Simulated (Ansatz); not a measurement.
Ansatz (an electronic-structure program) input (CCSD(T)/def2-SVPD):

Ansatz 0.2 input:
```yaml
crystal:
  periodic: [false, false, false]
  atoms:
    - {symbol: In, position_ang: [0.10624869, 0.36267577, 0.24826904]}
    - {symbol: Cl, position_ang: [2.13723581, -0.64564776, -0.76271963]}
    - {symbol: Cl, position_ang: [-0.99894795, -1.37131628, 1.63950414]}
    - {symbol: Cl, position_ang: [-1.44453407, 0.97160447, -1.59238352]}
basis:
  gaussian:
    orbitals: def2-SVPD
total_charge: -1
magnetization: {spin_polarized: true, initial_magnetization: 1}
correlation: {method: ccsd_t, electrons: outside_noble_gas}
output: {forces: true}
```

End of the output:

```
cycle   6  -14.28649068 eV  change   -5.4e-4 eV  update   7.0e-4
cycle   7  -14.28679718 eV  change   -3.1e-4 eV  update   2.5e-4
cycle   8  -14.28682162 eV  change   -2.4e-5 eV  update   8.5e-5
cycle   9  -14.28680569 eV  change    1.6e-5 eV  update   3.7e-5
cycle  10  -14.28679707 eV  change    8.6e-6 eV  update   1.3e-5
cycle  11  -14.28679717 eV  change   -1.1e-7 eV  update   4.9e-6
cycle  12  -14.28679834 eV  change   -1.2e-6 eV  update   2.0e-6
perturbative correction -0.39857400 eV, -0.0146473243 hartree
the calculation of the forces begins
Total energy: -42669.71869634 eV, -1568.0832395165 hartree
Atom 0 at     0.106249     0.362676     0.248269 Å, force     0.071109     0.242727     0.166158 eV/Å
Atom 1 at     2.137236    -0.645648    -0.762720 Å, force     0.159228    -0.105187    -0.098207 eV/Å
Atom 2 at    -0.998948    -1.371316     1.639504 Å, force    -0.096968    -0.164467     0.098031 eV/Å
Atom 3 at    -1.444534     0.971604    -1.592384 Å, force    -0.133368     0.026927    -0.165982 eV/Å
Dipole moment:     0.122219     0.417191     0.285588 e Å
```
